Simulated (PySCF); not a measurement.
Computed properties of boroxine (B3H3O3), SMILES B1OBOBO1

boroxine (B3H3O3), SMILES B1OBOBO1. Geometry optimised at ωB97X-D3(BJ)/def2-SVP. One conformer was computed; it need not be the lowest. All values are computed for the isolated molecule unless a solvent is named; none is compared with measurement here.

**Structure.** The optimised structure has D3h symmetry. All 21 harmonic modes at ωB97X-D3(BJ)/def2-SVP (PySCF) are real, so it is a minimum. With heavy atoms numbered as in [BH:1]1[O:2][BH:3][O:4][BH:5][O:6]1, the shortest bond between them is B3–O4 at 1.376 Å and the longest B5–O6 at 1.376 Å.

**Vibrations.** The strongest infrared lines (harmonic, unscaled, degenerate partners summed) lie at 1446 cm⁻¹ (1688 km/mol, B 62 %, O 31 %), 2694 cm⁻¹ (507 km/mol, H 91 %, B 9 %), 928 cm⁻¹ (171 km/mol, H 46 %, B 41 %, O 13 %). The softest mode is at 211 cm⁻¹ and the zero-point energy is 34.8 kcal/mol.

**Electronic structure.** ωB97X/def2-TZVP (PySCF) places the frontier levels at -12.11 and 1.71 eV, a gap of 13.82 eV, and gives a dipole moment of 0.00 D and a mean polarisability of 43.8 bohr³. PBE/def2-TZVP (PySCF) at the same geometry gives -8.01 and -1.69 eV, so its gap is 7.50 eV narrower. An orbital gap is neither the optical nor the fundamental gap.

**Excitations.** TDA-M06-2X/def2-SVPD (PySCF) has S1 at 7.81 eV (159 nm, f = 0.096, bright); the most intense of the 10 singlets computed lies at 7.81 eV (f = 0.10). Strengths of degenerate partners are summed. T1 (TDA) is at 7.18 eV, 0.63 eV under S1. TDA-PBE/def2-SVPD (PySCF) puts S1 at 6.28 eV. No vertical singlet excitation falls in the visible range (under 3.1 eV).

**NMR.** GIAO shifts at HF/pcSseg-1 (PySCF) (non-relativistic, atoms alike by connectivity averaged): ¹H at 4.7 ppm against TMS; ¹¹B at 16.2 ppm against BF3.
